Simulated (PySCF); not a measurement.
# Energy of Zn (zinc, neutral) between two integer charges

The 4s beta orbital of [Ar] 3d10 4s2 is emptied in steps (occupation f), with all orbitals relaxed, ending at [Ar] 3d10 4s1. All numbers are calculated (PySCF 2.14, the non-relativistic Hamiltonian (point nucleus), in def2-TZVPPD (6s6p4d2f1g, 67 functions)). The exact energy is a straight line in f; departures are measured from the line between the end points of the same method.

| f | UHF (eV) | LDA (eV) | PBE (eV) | PBE0 (eV) | r2SCAN (eV) | LC-wPBE (eV) | BHandHLYP (eV) | wB97X (eV) | HSE06 (eV) |
| --- | --- | --- | --- | --- | --- | --- | --- | --- | --- |
| 1 | 0.000 | 0.000 | 0.000 | 0.000 | 0.000 | 0.000 | 0.000 | 0.000 | 0.000 |
| 0.9 | 0.029 | -0.329 | -0.322 | -0.229 | -0.281 | -0.002 | -0.157 | -0.055 | -0.263 |
| 0.7 | 0.064 | -0.773 | -0.758 | -0.538 | -0.655 | -0.005 | -0.370 | -0.133 | -0.611 |
| 0.5 | 0.072 | -0.924 | -0.908 | -0.643 | -0.777 | -0.007 | -0.446 | -0.159 | -0.727 |
| 0.3 | 0.058 | -0.779 | -0.768 | -0.542 | -0.651 | -0.010 | -0.381 | -0.127 | -0.613 |
| 0.1 | 0.024 | -0.335 | -0.330 | -0.232 | -0.280 | -0.007 | -0.166 | -0.035 | -0.264 |
| 0 | 0.000 | 0.000 | 0.000 | 0.000 | 0.000 | 0.000 | 0.000 | 0.000 | 0.000 |

| method | E(f=0) − E(f=1) (eV) | −ε at f=1 (eV) | −ε at f=0.5 (eV) |
| --- | --- | --- | --- |
| UHF | 7.636 | 7.966 | 7.618 |
| LDA | 9.710 | 6.063 | 9.690 |
| PBE | 9.403 | 5.832 | 9.373 |
| PBE0 | 9.094 | 6.553 | 9.081 |
| r2SCAN | 9.203 | 6.071 | 9.222 |
| LC-wPBE | 8.952 | 8.921 | 8.941 |
| BHandHLYP | 8.976 | 7.245 | 8.944 |
| wB97X | 9.400 | 8.793 | 9.409 |
| HSE06 | 9.148 | 6.236 | 9.145 |

Orbital energy along the path (eV):

```csv
f,UHF,LDA,PBE,PBE0,r2SCAN,LC-wPBE,BHandHLYP,wB97X,HSE06
1,-7.966,-6.063,-5.832,-6.553,-6.071,-8.921,-7.245,-8.793,-6.236
0.9,-7.885,-6.773,-6.525,-7.051,-6.707,-8.931,-7.575,-8.898,-6.821
0.7,-7.741,-8.217,-7.933,-8.058,-7.964,-8.944,-8.249,-9.134,-7.990
0.5,-7.618,-9.690,-9.373,-9.081,-9.222,-8.941,-8.944,-9.409,-9.145
0.3,-7.512,-11.183,-10.844,-10.120,-10.436,-8.941,-9.667,-9.719,-10.299
0.1,-7.420,-12.683,-12.339,-11.166,-11.692,-9.001,-10.437,-9.931,-11.497
0,-7.379,-13.434,-13.057,-11.641,-12.294,-9.052,-10.842,-9.379,-12.055
```

As f goes to zero the orbital energy of a semilocal functional can turn back, because the density of that orbital vanishes from the exchange-correlation potential.

Reference removal energy between the ground levels: 9.394 eV (measured; NIST Atomic Spectra Database, ionization energies). UHF lacks correlation.
